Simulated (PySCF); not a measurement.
# How methods differ on the excitation energy of N

N [He] 2s2 2p3 (4S) → N [He] 2s1 2p4 (4P), as a difference of total energies. All numbers are calculated (PySCF 2.14, scalar relativity by spin-free X2C-1e, in ANO-R3). Correlated levels: valence: 1s2 frozen; valence and next inner shell: nothing frozen. The calculations carry no spin-orbit coupling.

```
                                method  excitation energy (cm⁻¹)  error (cm⁻¹)
                                   UHF                     87917          -215
                                   LDA                     85227         -2905
                                   PBE                     83837         -4296
                                  PBE0                     85813         -2320
                                r2SCAN                     83356         -4777
                                 B3LYP                     85728         -2404
                                   M06                     87071         -1062
                                  TPSS                     85576         -2556
                                 B97-3                     89129          +997
                         MP2 (valence)                     89025          +892
                     SCS-MP2 (valence)                     89140         +1007
    MP2 (valence and next inner shell)                     88956          +824
SCS-MP2 (valence and next inner shell)                     89119          +986
```

Reference: 88132 cm⁻¹ (measured; NIST levels, between the centres of gravity of the two terms).

Errors of the correlated levels include the incompleteness of this basis and the frozen core.
